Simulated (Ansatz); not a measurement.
Pulling on the Zn1–H2 bond in HIZn (SMILES [ZnH][I]) (multiplicity 1 held, fragments rigid). Energies count from the point at 1.531 Å.
Geometry at that point (charge 0, multiplicity 1):
```xyz
3

Zn     0.000     0.000    -1.525
H      0.000     0.000    -3.056
I      0.000     0.000     0.921
```

R- and RO- levels are restricted; in cc, def2 and unpolarised 6-31G sets they are followed outwards from rest. Unrestricted levels (U-) break spin symmetry where that is lower. Active spaces are followed from a long bond inwards. Levels need not reach the same state.

Correlated levels freeze the cores. Filled d and f shells under p-block atoms count as core.

Programs: Ansatz (Gaussian orbitals). Each number belongs to the level named beside it. In def2 rows elements past Kr take small-core potentials, without spin–orbit coupling.

Question: One of these levels gives 98.76 kcal/mol for the energy at R = 4.898 Å. Name it.
A) U-MP2/def2-SVP
B) CASSCF(2,2)/def2-SVP
C) R-SCS-MP2/def2-SVP

Answer: C, R-SCS-MP2/def2-SVP. The others give 72.69 (U-MP2/def2-SVP), 67.15 (CASSCF(2,2)/def2-SVP)

Doubts at one or more of the structures used: a spin-contaminated determinant (U-MP2/def2-SVP); a restricted determinant that unrestricted orbitals would lower (R-SCS-MP2/def2-SVP).

Ansatz is an electronic-structure program.
